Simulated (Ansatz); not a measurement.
Conformers of Cl₂F₂H₃NSi₂ (`F[SiH2]N[Si](F)(Cl)Cl`), each relaxed with PBE0-D4/def2-TZVP in Ansatz. CBS adds the triple-zeta coupled-cluster correction to the MP2 limit.

Not all of them had a frequency check.

Conformer A:

Cartesian coordinates in Å:
```
F 1.059 0.447 -2.348
Si 1.326 -0.155 -0.894
N 0.232 0.497 0.265
Si -1.290 -0.075 0.739
F -1.724 -1.178 -0.305
Cl -1.278 -0.948 2.570
Cl -2.666 1.410 0.762
H 2.695 0.249 -0.510
H 1.128 -1.614 -0.973
H 0.518 1.366 0.696
```

Conformer B:

```xyz
10

F    -0.972   -2.352    0.333
Si   -0.195   -1.420   -0.703
N    -0.448    0.248   -0.358
Si    0.397    1.296    0.670
F     1.439    2.190   -0.114
Cl   -0.883    2.583    1.571
Cl    1.447    0.223    2.027
H    -0.765   -1.695   -2.039
H     1.242   -1.733   -0.589
H    -1.262    0.660   -0.797
```

Q: Which is lowest in electronic energy at CCSD(T)/CBS (frozen core, def2 sets), and by how much? (Estimate.)

A: Ansatz gave: B; A lies 1.8 kJ/mol higher. Gaps under about 2 kJ/mol don't settle the order.

Q: Give the energies relative to B (kJ/mol) with PBE-D4/def2-TZVPP, PBE0-D4/def2-TZVPP, B3LYP-D4/def2-TZVPP, B2PLYP/def2-TZVPP, MP2/def2-TZVPP, HF/def2-QZVPP, MP2/def2-QZVPP. (Best estimate.)

A: Computed: 
```json
{"level": "PBE-D4/def2-TZVPP", "A": "1.6"}
{"level": "PBE0-D4/def2-TZVPP", "A": "1.6"}
{"level": "B3LYP-D4/def2-TZVPP", "A": "1.6"}
{"level": "B2PLYP/def2-TZVPP", "A": "0.7"}
{"level": "MP2/def2-TZVPP", "A": "1.8"}
{"level": "HF/def2-QZVPP", "A": "-0.4"}
{"level": "MP2/def2-QZVPP", "A": "2.1"}
```

B3LYP here is the variant with VWN-RPA as its local correlation; programs differ in this.
